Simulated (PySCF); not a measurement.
Relaxation of singlet TaN(OH)2

Method: PySCF, PBE0, basis Ta def2-TZVP with ECP60, N def2-TZVP, O def2-TZVP, H def2-TZVP (scalar-relativistic core potentials, no spin–orbit coupling, density fitting). A (50,194) grid was used.

A start displaced from a saddle point along its imaginary mode, with no symmetry imposed:

```xyz
6
charge 0 multiplicity 1, angstrom
Ta   -0.0003    0.0008   -0.0310
N     1.6879   -0.0091    0.1157
O    -0.6924    1.8150    0.1077
O    -0.6728   -1.8411    0.1153
H    -0.1791    2.6245    0.2500
H    -1.5470   -2.2297    0.1654
```

**Question.** What does it relax to?

**Answer.** It ends at C1 with O–H 0.959 Å, O–H 0.961 Å, Ta–N 1.695 Å, Ta–O 1.922 Å, Ta–O 1.939 Å; H–O–Ta 119.3°, H–O–Ta 121.3°, N–Ta–O 103.6°, N–Ta–O 106.4°, O–Ta–O 111.8° (after a last refinement on a finer grid). A frequency run shows a minimum. Other isomers or separated fragments may lie lower.

**Question.** How much energy is released, and in how many steps?

**Answer.** 24.8 kJ/mol in 17 steps.

Spin–orbit coupling, left out here, can matter for elements this heavy.
